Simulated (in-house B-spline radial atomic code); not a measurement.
Neutral strontium is squeezed into an impenetrable sphere of radius R (the orbitals vanish at R). No spin polarisation. Method: scalar-relativistic (X2C) PBE, spherical fractional occupations, Fermi nucleus of rms radius 4.224 fm. Calculated with an all-electron radial atomic-structure program (B-spline basis).

Energies in eV above the free atom in [Kr] 5s2:

```
R (bohr)  highest level (eV)  [Kr] 5s2  [Kr] 4d1 5s1  [Ar] 3d10 4s1 4p6 5s2 5f1
    8.88               -3.13    0.2725         2.702                      56.17
    5.79              0.0503     4.285         6.049                      73.76
    5.09                2.63     8.252         8.995                      84.57
    4.03                  12     24.82         20.95                      119.3
    3.52                22.7     45.93         36.33                      155.9
    3.11                38.1     79.98         61.73                      208.5
     2.7                65.9     148.7         114.5                      304.9
     2.1                 159     424.6           336                      652.2
    1.63                 353      1136         932.5                       1469
     1.3                 689      2604          2202                       3061
```

(1) Does [Kr] 4d1 5s1 fall below [Kr] 5s2 under compression?

(2) Does [Ar] 3d10 4s1 4p6 5s2 5f1 fall below [Kr] 5s2 under compression?

The highest level is first positive in the row R = 5.79 bohr, pushed up by confinement above the zero of the free ion's potential. Each configuration is held fixed and needn't be the lowest in the sphere.

Answers

(1) Yes, between R = 5.09 and 4.03 bohr the order changes (near 4.92 bohr by linear interpolation).

(2) No, it stays above over the whole range.
